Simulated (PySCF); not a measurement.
Isomers of C4H8ClFSi.

All values: PBE0/pcSseg-1 (PySCF) at GFN2-xTB geometries, gas phase, one conformer each.

Task: Rank by the highest IAO charge on any atom, highest value first.
A. `[CH2:1]=[C:2]([CH3:3])[Si@:4]([CH3:5])([F:6])[Cl:7]` with C1–C2–Si4–C5 119°
B. `[CH3:1]/[C:2]([Cl:3])=[C:4](\[SiH3:5])[CH2:6][F:7]` with C2–C4–C6–F7 -179°
C. `[CH2:1]=[C:2]([CH3:3])[SiH2:4][C@H:5]([F:6])[Cl:7]` with C1–C2–Si4–C5 9°, C2–Si4–C5–F6 -64°

Result: A (+1.319 e), C (+0.749 e), B (+0.614 e).

All values together:

```csv
SMILES,μ (D),HOMO (eV),LUMO (eV),lowest IAO charge (e),highest IAO charge (e),lowest Hirshfeld charge (e),highest Hirshfeld charge (e)
C/C(Cl)=C(\[SiH3])CF,1.61,-7.39,-0.52,-0.428 (C),+0.614 (Si),-0.122 (C),+0.302 (Si)
C=C[SiH2][C@@H](Cl)CF,0.73,-7.98,-0.65,-0.425 (C),+0.757 (Si),-0.136 (C),+0.327 (Si)
C=C(C)[SiH2][C@H](F)Cl,2.78,-7.86,-0.41,-0.420 (C),+0.749 (Si),-0.118 (C),+0.321 (Si)
C=C(C)[Si@](C)(F)Cl,2.55,-7.89,-0.43,-0.749 (C),+1.319 (Si),-0.214 (C),+0.452 (Si)
```

Conformers: `[CH3:1]/[C:2]([Cl:3])=[C:4](\[SiH3:5])[CH2:6][F:7]` with C2–C4–C6–F7 -179°; `[CH2:1]=[CH:2][SiH2:3][C@@H:4]([Cl:5])[CH2:6][F:7]` with C1–C2–Si3–C4 -107°, C2–Si3–C4–Cl5 -63°, Si3–C4–C6–F7 60°; `[CH2:1]=[C:2]([CH3:3])[SiH2:4][C@H:5]([F:6])[Cl:7]` with C1–C2–Si4–C5 9°, C2–Si4–C5–F6 -64°; `[CH2:1]=[C:2]([CH3:3])[Si@:4]([CH3:5])([F:6])[Cl:7]` with C1–C2–Si4–C5 119°.
